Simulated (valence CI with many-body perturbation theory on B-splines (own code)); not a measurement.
**W⁴³⁺: electric-dipole lines**

Level of theory: configuration interaction combined with many-body perturbation theory (CI+MBPT): three valence electrons over a frozen Dirac-Fock core [Ar] 3d10, radial functions for each j: 11 s, 11 p, 10 d, 8 f, 5 g, 2 h, with the one-electron correlation potential Σ1, the two-electron term Σ2, the three-electron term Σ3, Breit, model QED; selected CI, second order for the rest, scaled by the run's own slope (own B-spline code, finite nucleus).

The last digits are not significant, and no measured levels were compared; by estimate large intervals hold to a few tenths of a per cent, small ones and those within an open d or f shell to about a per cent.

Lines 51 to 100 of 538 in falling wavelength, among levels below 60.624 Ry, chosen from the strongest by gf and those to the six lowest levels. Wavelengths and rates use the calculated energies. Electric multipoles are in the length gauge, E1 and E2 with the static RPA response of the core. Weak lines are less certain than strong ones. Lines between different terms over intervals too small for the method are left out, as are lines whose strength nearly cancels. Where a level lies close to another of its J and parity, the split of strength between their lines is uncertain. The highest levels of a list are the least certain.

Levels are named by their leading jj configuration (3d3/2^4 stands for four electrons in 3d with j = 3/2), which in mixed levels can hold well under half, so a name can repeat and another be missing. Letters in brackets count levels of one name in rising energy.

```tsv
λ vac (nm)	Upper	Lower	A (s⁻¹)	S (a.u.) with core polarisation	S without
7.296	(4p3/2 4d3/2 4d5/2) J=11/2	(4s 4d5/2^2) J=9/2	6.96e+10	1.60e-01	1.68e-01
7.250	(4p3/2^2 4d5/2) J=7/2	(4s 4p3/2 4d5/2) J=5/2 [b]	1.20e+11	1.81e-01	1.90e-01
7.222	(4s 4p1/2 4f7/2) J=5/2	(4s 4p1/2 4d5/2) J=3/2	1.38e+11	1.53e-01	1.61e-01
7.211	(4s 4p1/2 4d5/2) J=3/2	(4s 4p1/2 4p3/2) J=3/2 [b]	2.73e+10	2.02e-02	2.14e-02
7.210	(4s 4p1/2 4d5/2) J=5/2 [b]	(4s 4p1/2 4p3/2) J=3/2 [b]	9.31e+10	1.03e-01	1.09e-01
7.194	(4p1/2 4p3/2 4f7/2) J=9/2 [a]	(4p1/2 4p3/2 4d5/2) J=9/2	5.52e+10	1.01e-01	1.07e-01
7.192	(4s 4p3/2 4d5/2) J=5/2 [a]	(4s 4p3/2^2) J=5/2	7.28e+10	8.02e-02	8.47e-02
7.185	(4s 4d3/2 4f7/2) J=7/2 [a]	(4s 4d3/2 4d5/2) J=5/2 [a]	7.74e+10	1.13e-01	1.19e-01
7.181	(4s 4p3/2 4f7/2) J=5/2 [a]	(4s 4p3/2 4d5/2) J=3/2 [a]	6.39e+10	7.01e-02	7.37e-02
7.174	(4p1/2 4p3/2 4f7/2) J=7/2 [a]	(4p1/2 4p3/2 4d5/2) J=7/2 [a]	8.86e+10	1.29e-01	1.36e-01
7.173	(4p3/2 4d3/2 4d5/2) J=11/2	(4s 4p3/2 4f7/2) J=11/2	3.44e+10	7.52e-02	7.97e-02
7.166	(4s 4p1/2 4f7/2) J=7/2 [a]	(4s 4p1/2 4d5/2) J=5/2 [a]	1.04e+11	1.51e-01	1.59e-01
7.152	(4s 4p3/2 4f5/2) J=9/2	(4s 4p3/2 4d5/2) J=7/2 [b]	4.44e+10	8.02e-02	8.44e-02
7.151	(4s 4d5/2 4f5/2) J=9/2 [a]	(4s 4p3/2 4f5/2) J=7/2 [a]	7.02e+10	1.27e-01	1.33e-01
7.150	(4s 4p1/2 4d3/2) J=1/2	(4s 4p1/2 4p3/2) J=3/2 [a]	8.97e+09	3.24e-03	3.43e-03
7.145	(4s 4p3/2 4f7/2) J=5/2 [b]	(4s 4p3/2 4d5/2) J=3/2 [b]	8.77e+10	9.47e-02	9.95e-02
7.144	(4s 4d5/2 4f5/2) J=7/2 [a]	(4s 4p3/2 4f5/2) J=5/2 [a]	1.28e+11	1.85e-01	1.95e-01
7.143	(4p3/2 4d3/2 4d5/2) J=5/2	(4s 4d5/2^2) J=5/2	7.31e+10	7.89e-02	8.30e-02
7.141	(4s 4p1/2 4d5/2) J=5/2 [a]	(4s 4p1/2 4p3/2) J=5/2	5.00e+09	5.39e-03	5.69e-03
7.127	(4s 4d5/2 4f7/2) J=11/2 [b]	(4s 4p3/2 4f7/2) J=9/2 [b]	1.15e+11	2.46e-01	2.60e-01
7.116	(4s 4d5/2 4f7/2) J=13/2	(4s 4p3/2 4f7/2) J=11/2	3.21e+11	7.99e-01	8.44e-01
7.112	(4p1/2 4p3/2 4f7/2) J=7/2 [b]	(4p1/2 4p3/2 4d5/2) J=5/2 [a]	6.57e+10	9.33e-02	9.79e-02
7.110	(4s 4d3/2 4f7/2) J=11/2	(4s 4d3/2 4d5/2) J=9/2	1.02e+11	2.16e-01	2.28e-01
7.107	(4s 4p1/2 4d3/2) J=3/2 [b]	(4s 4p1/2 4p3/2) J=3/2 [a]	1.86e+10	1.32e-02	1.39e-02
7.104	(4p1/2^2 4f7/2) J=7/2	(4p1/2^2 4d5/2) J=5/2	1.54e+11	2.18e-01	2.29e-01
7.104	(4s 4p1/2 4f7/2) J=9/2	(4s 4p1/2 4d5/2) J=7/2	1.02e+11	1.80e-01	1.89e-01
7.104	(4s 4d3/2 4f7/2) J=9/2 [b]	(4s 4d3/2 4d5/2) J=7/2 [b]	7.85e+10	1.39e-01	1.46e-01
7.087	(4p1/2 4p3/2 4f7/2) J=5/2 [b]	(4p1/2 4p3/2 4d5/2) J=3/2 [b]	2.81e+11	2.96e-01	3.12e-01
7.072	(4s 4d5/2 4f7/2) J=11/2 [a]	(4s 4d5/2^2) J=9/2	4.90e+10	1.03e-01	1.08e-01
7.068	(4p1/2 4p3/2 4f7/2) J=3/2	(4p1/2 4p3/2 4d5/2) J=1/2	3.41e+11	2.37e-01	2.50e-01
7.067	(4s 4d3/2 4f7/2) J=9/2 [a]	(4s 4d3/2 4d5/2) J=7/2 [a]	1.06e+11	1.85e-01	1.95e-01
7.066	(4s^2 4d5/2) J=5/2	(4s^2 4p3/2) J=3/2	8.97e+10	9.37e-02	9.88e-02
7.061	(4p1/2 4d3/2 4d5/2) J=5/2 [a]	(4p1/2 4p3/2 4d3/2) J=3/2 [a]	7.02e+10	7.32e-02	7.74e-02
7.046	(4s 4d5/2 4f7/2) J=7/2 [a]	(4s 4p3/2 4f7/2) J=5/2 [a]	1.29e+11	1.79e-01	1.89e-01
7.044	(4s 4d3/2 4f7/2) J=3/2	(4s 4d3/2 4d5/2) J=3/2 [b]	1.04e+11	7.16e-02	7.55e-02
7.041	(4s 4p3/2 4f7/2) J=5/2 [a]	(4s 4p3/2 4d5/2) J=5/2 [a]	1.24e+11	1.28e-01	1.35e-01
7.040	(4p1/2 4p3/2 4f7/2) J=5/2 [b]	(4p1/2 4p3/2 4d5/2) J=7/2 [b]	8.32e+10	8.60e-02	9.10e-02
7.038	(4p1/2^2 4d5/2) J=5/2	(4p1/2^2 4p3/2) J=3/2	2.03e+11	2.09e-01	2.21e-01
7.038	(4p1/2 4p3/2 4f7/2) J=3/2	(4p1/2 4p3/2 4d5/2) J=3/2 [b]	1.03e+11	7.12e-02	7.51e-02
7.037	(4p1/2 4p3/2 4f7/2) J=9/2 [c]	(4p1/2 4p3/2 4d5/2) J=7/2 [b]	5.89e+11	1.01e+00	1.07e+00
7.036	(4s 4d5/2^2) J=3/2	(4s 4p3/2 4d5/2) J=1/2	2.94e+11	2.02e-01	2.14e-01
7.031	(4p1/2 4p3/2 4f7/2) J=5/2 [a]	(4p1/2 4p3/2 4d5/2) J=3/2 [a]	1.97e+11	2.03e-01	2.14e-01
7.029	(4s 4d5/2 4f7/2) J=3/2	(4s 4p3/2 4f7/2) J=3/2	1.24e+11	8.53e-02	9.00e-02
7.018	(4p1/2 4p3/2 4f7/2) J=7/2 [c]	(4p1/2 4p3/2 4d5/2) J=5/2 [a]	8.73e+10	1.19e-01	1.25e-01
7.007	(4p3/2 4d3/2 4d5/2) J=7/2 [b]	(4s 4p3/2 4f5/2) J=5/2 [b]	6.09e+10	8.28e-02	8.76e-02
7.004	(4p1/2 4p3/2 4f7/2) J=9/2 [b]	(4p1/2 4p3/2 4d5/2) J=9/2	5.92e+10	1.00e-01	1.06e-01
7.001	(4s 4p3/2 4f7/2) J=3/2	(4s 4p3/2 4d5/2) J=3/2 [a]	1.73e+11	1.17e-01	1.24e-01
6.999	(4p1/2 4p3/2 4f7/2) J=7/2 [d]	(4p1/2 4p3/2 4d5/2) J=5/2 [b]	7.94e+11	1.08e+00	1.14e+00
6.995	(4p1/2 4d5/2^2) J=1/2	(4p1/2 4p3/2 4d5/2) J=3/2 [b]	4.53e+11	1.53e-01	1.62e-01
6.986	(4s 4d5/2 4f5/2) J=9/2 [b]	(4s 4p3/2 4f5/2) J=7/2 [b]	4.21e+11	7.09e-01	7.48e-01
```
